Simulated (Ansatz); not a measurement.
Mulliken charges of C$_{3}$H$_{3}$F$_{2}$I (`FC(F)/C=C/I`) from r2SCAN/def2-TZVPP in Ansatz (PBE0-D4/def2-TZVP geometry).

```json
{"atom": "F1", "x (Å)": "-1.881", "y (Å)": "0.476", "z (Å)": "1.021", "charge (e)": "-0.199"}
{"atom": "C2", "x (Å)": "-1.156", "y (Å)": "-0.274", "z (Å)": "0.148", "charge (e)": "0.390"}
{"atom": "F3", "x (Å)": "-0.882", "y (Å)": "-1.454", "z (Å)": "0.753", "charge (e)": "-0.202"}
{"atom": "C4", "x (Å)": "0.090", "y (Å)": "0.459", "z (Å)": "-0.226", "charge (e)": "-0.137"}
{"atom": "C5", "x (Å)": "1.292", "y (Å)": "-0.070", "z (Å)": "-0.084", "charge (e)": "-0.086"}
{"atom": "I6", "x (Å)": "3.040", "y (Å)": "0.910", "z (Å)": "-0.599", "charge (e)": "0.006"}
{"atom": "H7", "x (Å)": "-1.799", "y (Å)": "-0.482", "z (Å)": "-0.715", "charge (e)": "0.034"}
{"atom": "H8", "x (Å)": "-0.064", "y (Å)": "1.453", "z (Å)": "-0.630", "charge (e)": "0.092"}
{"atom": "H9", "x (Å)": "1.449", "y (Å)": "-1.063", "z (Å)": "0.316", "charge (e)": "0.103"}
```

Problem. By hand: the dipole of these point charges (1 e Å = 4.8032 D).

Solution. Σ q r = (0.079, 0.049, -0.313) e Å, of length 0.327 e Å = 1.57 D.

Problem. How does the dipole of the full density compare? (Best estimate.)

Solution. Ansatz gave: (0.004, 0.019, -0.299) e Å, 1.44 D; the point charges give 1.09 times that, at 14° from its direction.

Point charges leave out the atoms' own dipoles, such as those of lone pairs, and Mulliken's split depends on the basis, so the close match here is no proof of good charges.
